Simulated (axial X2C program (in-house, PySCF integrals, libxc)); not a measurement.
Curves of FRuF⁺ from open-shell CI on d5 s0 p(π)0

Computed with an in-house all-electron X2C program for linear molecules (integrals from PySCF): two-component X2C with atomic mean-field Coulomb and Gaunt terms, basis F dyall-v3z, Ru dyall-v3z (cores contracted in-house). Orbitals come from Hartree–Fock averaged over the configuration Ru d5 s0 p(π)0; CI then distributes these electrons over the d, s, p(π) shells of Ru.

Scan along the symmetric stretch (R is each bond); masses F 18.998 u, Ru 101.904 u, F 18.998 u. Energies in cm⁻¹ from the lowest point; levels are followed by energy order within each Ω. Lowest level at 1.823 Å: 100% d5.

```csv
R (Å),(1)Ω=5/2,(1)Ω=3/2,(1)Ω=1/2,(1)Ω=7/2,(2)Ω=5/2
1.695,6793,6802,6805,8604,9063
1.759,1699,1703,1705,5083,5543
1.823,0,4,5,5036,5494
1.896,1039,1043,1044,7948,8400
1.969,4305,4308,4310,12980,13422
2.051,9751,9754,9756,20205,20632
2.151,17957,17958,17958,30221,30624
```

(1) Fit the curves (1)Ω=5/2, (1)Ω=3/2, (1)Ω=1/2, (1)Ω=7/2, (2)Ω=5/2 near their minima.

The 5 lowest curves are shown; the next is (2)Ω=3/2, from 6095 cm⁻¹.

Dynamic correlation is missing, so gaps between terms are too wide and other configurations may lie lower; the lowest level listed is that of this model, not necessarily the ground state. For d shells the ligand-field splittings (σ, π, δ) and their order can be off by a thousand cm⁻¹ or more. At most 4 roots were kept for each Ω > 0 (twice that for Ω = 0) within 3.2 eV of the lowest, so higher up levels can be missing between those listed; levels with Ω > 0 are doubly degenerate and listed once, Ω = 0 levels singly. Some active spinors are only partly of the character that their shell is named for, so the shell names and counts are nominal. States that fill the shells left empty in the average are placed too high. The molecule was held linear; bending was not examined.

Results:

(1) From the open-shell CI curves, Te from the lowest:

```json
{"level": "(1)Ω=5/2", "Te (cm⁻¹)": "0", "Re (Å)": "1.832", "ωe (cm⁻¹)": "712.9"}
{"level": "(1)Ω=3/2", "Te (cm⁻¹)": "4", "Re (Å)": "1.832", "ωe (cm⁻¹)": "712.9"}
{"level": "(1)Ω=1/2", "Te (cm⁻¹)": "5", "Re (Å)": "1.832", "ωe (cm⁻¹)": "713.0"}
{"level": "(1)Ω=7/2", "Te (cm⁻¹)": "4718", "Re (Å)": "1.791", "ωe (cm⁻¹)": "793.5"}
{"level": "(2)Ω=5/2", "Te (cm⁻¹)": "5177", "Re (Å)": "1.791", "ωe (cm⁻¹)": "793.0"}
```

Without dynamic correlation distances can be off by several hundredths of an Å (long for ionic bonds, short for multiple bonds) and the wavenumbers are rough.
